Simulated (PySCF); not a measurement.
Radial density of Ne+ (neon, charge +1)

r2SCANh, [He] 2s2 2p5, 2P determinant. Computed with PySCF 2.14 in def2-TZVPPD, with the non-relativistic Hamiltonian (point nucleus).

```csv
r (bohr),4πr²ρ (e/bohr),4πr²(ρα − ρβ)
0.00213,0.03406,0.0000
0.00359,0.09388,0.0000
0.00604,0.2523,0.0000
0.0102,0.6583,0.0000
0.0171,1.621,0.0000
0.0287,3.640,0.0005
0.0483,6.982,0.0036
0.0813,10.35,0.0215
0.137,10.16,0.0989
0.230,6.156,0.3572
0.387,5.677,0.8582
0.651,7.599,1.0988
1.09,4.274,0.5678
1.84,0.7048,0.0829
3.10,0.02468,0.0019
```
